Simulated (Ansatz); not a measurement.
Ansatz (an electronic-structure program) input (CCSD(T)/def2-QZVPP):
A basis named .json is the Basis Set Exchange file of that set.

Ansatz 0.2 input:
```yaml
crystal:
  periodic: [false, false, false]
  atoms:
    - {symbol: Te, position_ang: [0.29996793, 2.11502631, -1.76283049]}
    - {symbol: Ge, position_ang: [0.03354315, 0.23650745, -0.19712405]}
    - {symbol: Te, position_ang: [-1.82242606, 0.38326232, 1.70025459]}
    - {symbol: Te, position_ang: [-0.58481740, -2.16714843, -1.14910781]}
    - {symbol: Te, position_ang: [2.08658632, -0.47701655, 1.33326861]}
    - {symbol: H, position_ang: [-1.45007316, 1.95982300, 2.09274165]}
    - {symbol: H, position_ang: [-1.73802145, -1.57425286, -2.19640510]}
    - {symbol: H, position_ang: [3.19055269, -0.36823861, 0.08921797]}
basis:
  gaussian:
    orbitals: def2-QZVPP.json
total_charge: -1
magnetization: {spin_polarized: false}
correlation: {method: ccsd_t, electrons: outside_noble_gas}
```

End of the output:

```
integrals: 12.50 GiB planned
3215 factors; integrals over basis functions are off by at most 6.7e-4 eV
5.80 GiB of device memory are held for the factors and their scratch space
mean field: 6.92 GiB planned
mean field evaluation 1: about -85586.0622 eV, gradient 2.9e1 eV
mean field evaluation 2: about -85586.2655 eV, gradient 2.9e1 eV
mean field evaluation 4: about -85589.3500 eV, gradient 4.0e0 eV
mean field evaluation 8: about -85589.4573 eV, gradient 5.1e-1 eV
mean field evaluation 16: about -85589.4598 eV, gradient 3.2e-6 eV
mean field evaluation 32: about -85582.0980 eV, gradient 5.9e0 eV
mean field -85589.45982350 eV, -3145.3546338939 hartree, gradient 3.2e-6 eV, S^2 0.000000; 0 other end points of the search recorded, 0 dependent functions left out
50 core orbitals not correlated
reference -85589.45982350 eV, -3145.3546338939 hartree; 16, 16 occupied and 441, 441 virtual orbitals, 3215 factors
second order -19.83843765 eV of doubles, -0.00000000 eV of singles
coupled cluster: 72.75 GiB planned
cycle   1  -20.52363910 eV  change   -6.9e-1 eV  update   1.4e-1
cycle   2  -21.09156210 eV  change   -5.7e-1 eV  update   4.2e-2
cycle   3  -21.23707277 eV  change   -1.5e-1 eV  update   2.3e-2
cycle   4  -21.22796352 eV  change    9.1e-3 eV  update   6.5e-3
cycle   5  -21.22483282 eV  change    3.1e-3 eV  update   3.7e-3
cycle   6  -21.22448972 eV  change    3.4e-4 eV  update   1.2e-3
cycle   7  -21.22405024 eV  change    4.4e-4 eV  update   6.0e-4
cycle   8  -21.22420127 eV  change   -1.5e-4 eV  update   1.8e-4
cycle   9  -21.22430127 eV  change   -1.0e-4 eV  update   6.4e-5
cycle  10  -21.22427745 eV  change    2.4e-5 eV  update   2.4e-5
perturbative correction -1.23295424 eV, -0.0453102325 hartree
Total energy: -85611.91705518 eV, -3146.1799219362 hartree
```

It need not be the lowest isomer of its formula. Whether it binds its extra electron was not tested at this geometry.
